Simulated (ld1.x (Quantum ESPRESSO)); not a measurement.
# Reading a pseudo-wave (thallium)

Columns: radius, all-electron u(r) and pseudo u(r) of the 6s shell (level -13.09 eV) of thallium in the configuration [Xe] 4f14 5d10 6s2 6p0.5; LDA (PZ), scalar-relativistic, TM scheme, ld1.x (Quantum ESPRESSO) 7.5.

| r (bohr) | all-electron | pseudo |
| --- | --- | --- |
| 0.140 | 0.1599 | -0.0161 |
| 0.280 | -0.2186 | -0.0341 |
| 0.420 | -0.0636 | -0.0562 |
| 0.560 | 0.2467 | -0.0850 |
| 0.700 | 0.3599 | -0.1232 |
| 0.840 | 0.2786 | -0.1739 |
| 0.980 | 0.0955 | -0.2393 |
| 1.120 | -0.1135 | -0.3194 |
| 1.260 | -0.3056 | -0.4106 |
| 1.400 | -0.4624 | -0.5052 |
| 1.540 | -0.5800 | -0.5928 |
| 1.680 | -0.6608 | -0.6630 |
| 1.820 | -0.7099 | -0.7101 |
| 1.960 | -0.7336 | -0.7336 |
| 2.100 | -0.7373 | -0.7373 |
| 2.240 | -0.7258 | -0.7258 |
| 2.380 | -0.7033 | -0.7033 |
| 2.520 | -0.6729 | -0.6729 |
| 2.660 | -0.6374 | -0.6374 |
| 2.800 | -0.5988 | -0.5988 |
| 2.940 | -0.5586 | -0.5586 |
| 3.080 | -0.5181 | -0.5181 |
| 3.220 | -0.4781 | -0.4781 |
| 3.360 | -0.4392 | -0.4392 |
| 3.500 | -0.4020 | -0.4020 |
| 3.640 | -0.3667 | -0.3667 |

(1) How many radial nodes do the two functions have?

(2) At about which radius was the pseudo-wave matched?

(3) Is the pseudo-wave norm-conserving?

Results:

(1) The all-electron 6s function has n − l − 1 = 5 (the table is too coarse to show those close to the nucleus); the pseudo-wave has 0, since the states of the same l below it are removed with the core.

(2) 2.15 bohr. The columns agree to 0.0005 from 1.82 bohr on; several derivatives are matched, so the curves merge somewhat inside the radius.

(3) Yes: the TM scheme keeps the norm inside the radius equal to the all-electron one, which fixes the energy derivative of the logarithmic derivative at the level.
